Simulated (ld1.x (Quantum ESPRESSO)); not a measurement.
## Ranking RRKJ potentials for Zr

All share these settings but for the change named:

ld1.x (Quantum ESPRESSO) 7.5 input, shortened:

```
&input
   title='Zr', zed=40., rel=1, dft='PBE', iswitch=3,
   config='[Kr] 4d1 5s0 5p0'
 /
 &inputp
   pseudotype=2, tm=.false., rho0=0.001, lloc=2,
   nlcc=.false.
 /
3
4S  1  0   2.00   0.00  1.30  1.30  0.0
4P  2  1   6.00   0.00  1.70  1.70  0.0
4D  3  2   1.00   0.00  2.70  2.70  0.0
 &test
   configts(1)='4s2 4p6 4d1 5s0 5p0'
 /
```

Test errors are all-electron minus pseudo excitation energies from the reference, over 4s2 4p6 4d2 5s2 5p0; 4s2 4p6 4d2 5s1 5p0; 4s2 4p6 4d2 5s0 5p0; 4s2 4p6 4d2 5s1 5p1; 4s2 4p6 4d2.5 5s1.5 5p0; 4s2 4p5 4d2 5s2 5p0; 4s2 4p6 4d0 5s0 5p0. None of these files shows a bound ghost.

The base gives 251.1 meV.

Of 7 variants that were run, those that failed, showed a ghost or another fault, or gave nearly equal values are left out.

A variant can come out equal or close to the base, since the largest error may sit in a test that the change hardly touches while other tests move.

Task: Rank these variants by their largest absolute test error, smallest first.
A. all radii scaled by about 1.21 (s 1.58, p 2.06, d 3.28 bohr)
B. all radii scaled by about 0.95 (s 1.24, p 1.62, d 2.58 bohr)
C. all radii scaled by about 1.13 (s 1.46, p 1.92, d 3.04 bohr)

Result: C (141.1 meV), B (262.9 meV), A (320.0 meV).
